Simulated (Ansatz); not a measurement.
GaH3OS2, SMILES `[OH][Ga]([SH])[SH]` at its PBE0-D4/def2-TZVP geometry, where that method's forces vanish. Total charge 0; spin multiplicity 1.

```xyz
7

O     1.2066   -0.5081   -0.7561
Ga   -0.1783    0.0111    0.2379
S    -0.3225   -0.8894    2.2227
S    -1.6719    1.4658   -0.4523
H     1.2561   -0.1000   -1.6228
H     0.7957   -1.6088    2.0209
H    -1.0857    1.6294   -1.6502
```

(1) What forces (eV/Å) does r2SCAN-D4/def2-TZVPP give on these atoms in Ansatz? (An estimate is asked.)

Answers

(1) Ansatz gave: 
```
O1   0.042 -0.056  0.049
Ga2 -0.035  0.021  0.010
S3  -0.008  0.013 -0.012
S4  -0.016  0.000  0.021
H5  -0.008  0.030 -0.049
H6   0.011 -0.002 -0.013
H7   0.014 -0.007 -0.005
```
